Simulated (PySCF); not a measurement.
System: H₂Se, singlet: symmetric bend, bond length relaxed. Scanned: H-Se-H angle. Other coordinates (Se-H bond length) were minimised at B3LYP/def2-TZVP.

The free coordinates were minimised at B3LYP/def2-TZVP in PySCF; the energy column is CCSD(T) on RHF/cc-pVTZ, 9 core orbitals frozen run with PySCF, in kcal/mol.

```json
[
 {"a / °": "180", "Se-H bond length / Å": "1.426", "E": "75.2"},
 {"a / °": "170", "Se-H bond length / Å": "1.437", "E": "70.7"},
 {"a / °": "160", "Se-H bond length / Å": "1.459", "E": "59.6"},
 {"a / °": "150", "Se-H bond length / Å": "1.471", "E": "46.3"},
 {"a / °": "140", "Se-H bond length / Å": "1.474", "E": "33.2"},
 {"a / °": "130", "Se-H bond length / Å": "1.473", "E": "21.7"},
 {"a / °": "120", "Se-H bond length / Å": "1.470", "E": "12.2"},
 {"a / °": "110", "Se-H bond length / Å": "1.469", "E": "5.3"},
 {"a / °": "100", "Se-H bond length / Å": "1.469", "E": "1.1"},
 {"a / °": "90", "Se-H bond length / Å": "1.471", "E": "0.0"},
 {"a / °": "80", "Se-H bond length / Å": "1.476", "E": "2.0"},
 {"a / °": "70", "Se-H bond length / Å": "1.483", "E": "7.1"},
 {"a / °": "60", "Se-H bond length / Å": "1.495", "E": "15.2"}
]
```
